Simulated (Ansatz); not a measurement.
Cr₃N₃. Charge 0, multiplicity 2. Geometry r2SCAN-D4/def2-SVP; atoms count from 1.

Cartesian coordinates in Å:
```
Cr 2.5768 -1.1237 -0.5508
Cr -0.8931 1.4994 0.6712
Cr -1.0569 -0.9722 -0.4214
N -2.0714 0.3362 0.1659
N 0.7819 -0.4572 -0.1897
N 0.6627 0.7175 0.3248
```

The charge 0 doublet is spin-contaminated (final ⟨S²⟩ up to 6.94, 0.75 for a pure state). Another isomer (doublet) lies 0.33 eV lower at PBE0-D4/def2-TZVP; other spin states weren't run for this one.

**Question.** Estimate the Mulliken populations from the PBE0/def2-TZVP orbitals of Ansatz.

**Answer.** 
| atom | charge (e) | spin (α − β) | d electrons |
| --- | --- | --- | --- |
| Cr1 | 0.47 | -5.23 | 4.71 |
| Cr2 | 0.76 | 3.81 | 4.64 |
| Cr3 | 0.66 | 4.20 | 4.62 |
| N4 | -0.82 | -0.85 | – |
| N5 | -0.65 | -0.33 | – |
| N6 | -0.42 | -0.61 | – |
Mulliken values depend strongly on the basis.

**Question.** Where does the spin sit?

**Answer.** Summed by element: Cr 2.78, N -1.78, of 1 unpaired in all. Largest on single atoms: Cr1 -5.23, Cr3 4.20, Cr2 3.81.

**Question.** And the Mayer bond orders between heavy atoms (over 0.3)?

**Answer.** Cr1–N5 0.69 (1.95 Å); Cr2–N4 1.32 (1.73 Å); Cr2–N6 1.09 (1.78 Å); Cr3–N4 1.35 (1.76 Å); Cr3–N5 0.66 (1.92 Å); N5–N6 1.34 (1.29 Å).
